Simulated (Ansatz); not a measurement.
`CCB(O)O[SiH3]`, relaxed with RKS PBE0-D4/def2-TZVP in Ansatz from a GFN2-xTB geometry. The force threshold is 0.005 eV/Å; the program also tests the step.

Charge 0, multiplicity 1.

Start:

```xyz
15

C    -1.019   -1.267    1.760
C    -0.838   -0.265    0.619
B     0.684    0.071    0.260
O     1.661   -0.239    1.132
O     1.009    0.685   -0.899
Si    0.533    1.262   -2.326
H    -0.504   -0.917    2.649
H    -0.597   -2.230    1.486
H    -2.073   -1.403    1.994
H    -1.350   -0.632   -0.274
H    -1.339    0.670    0.888
H     2.546    0.004    0.856
H     0.468    0.130   -3.253
H     1.592    2.211   -2.666
H    -0.772    1.920   -2.227
```

```tsv
step	energy (eV)	largest force (eV/Å)	largest move (Å)
1	-14864.6993	0.875	0.000
2	-14864.7736	0.403	0.091
3	-14864.7874	0.210	0.037
4	-14864.7999	0.158	0.078
5	-14864.8134	0.185	0.200
6	-14864.8174	0.131	0.039
7	-14864.8204	0.068	0.024
8	-14864.8212	0.040	0.029
9	-14864.8220	0.033	0.050
10	-14864.8228	0.026	0.041
11	-14864.8236	0.049	0.079
12	-14864.8243	0.050	0.037
13	-14864.8256	0.062	0.093
14	-14864.8261	0.076	0.071
15	-14864.8265	0.072	0.024
16	-14864.8270	0.033	0.040
17	-14864.8274	0.026	0.053
18	-14864.8276	0.022	0.051
19	-14864.8276	0.014	0.021
20	-14864.8276	0.007	0.004
21	-14864.8277	0.005	0.008
22	-14864.8277	0.004	0.011
```

End:

```xyz
15

C    -1.045   -1.197    1.699
C    -0.719   -0.403    0.441
B     0.786    0.017    0.267
O     1.701   -0.329    1.211
O     1.226    0.733   -0.821
Si    0.460    1.328   -2.151
H    -0.791   -0.631    2.598
H    -0.473   -2.126    1.737
H    -2.106   -1.453    1.753
H    -1.018   -0.969   -0.453
H    -1.332    0.508    0.398
H     2.582   -0.014    0.988
H    -0.159    0.227   -2.934
H     1.484    2.011   -2.976
H    -0.595    2.298   -1.758
```

Hardware: 2 threads of an AMD EPYC 7R13 on a shared host and a share of an NVIDIA H100 80 GB. Wall time 89 s, peak host memory 0.86 GiB.
